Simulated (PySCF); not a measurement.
Sb: excitation energy

Sb [Kr] 4d10 5s2 5p3 (4S) → Sb [Kr] 4d10 5s2 5p2 6s1 (4P), as a difference of total energies. Calculation: PySCF 2.14, in aug-cc-pwCVTZ-DK3 (10s9p7d4f1g, 109 functions); the spin-free X2C one-electron Hamiltonian (Gaussian nucleus). Correlated levels: valence: [Kr] 4d10 frozen. The calculations carry no spin-orbit coupling.

| method | excitation energy (eV) | error (eV) |
| --- | --- | --- |
| UHF | 5.734 | -0.055 |
| MP2 (valence) | 5.891 | +0.102 |
| SCS-MP2 (valence) | 5.854 | +0.065 |
| CCSD (valence) | 5.852 | +0.063 |
| CCSD(T) (valence) | 5.857 | +0.068 |

Reference: 5.789 eV (measured; NIST levels, between the centres of gravity of the two terms).

Errors of the correlated levels include the incompleteness of this basis and the frozen core.

The promoted electron is Rydberg-like, and one or two diffuse shells describe it only roughly, which tends to raise the upper state.
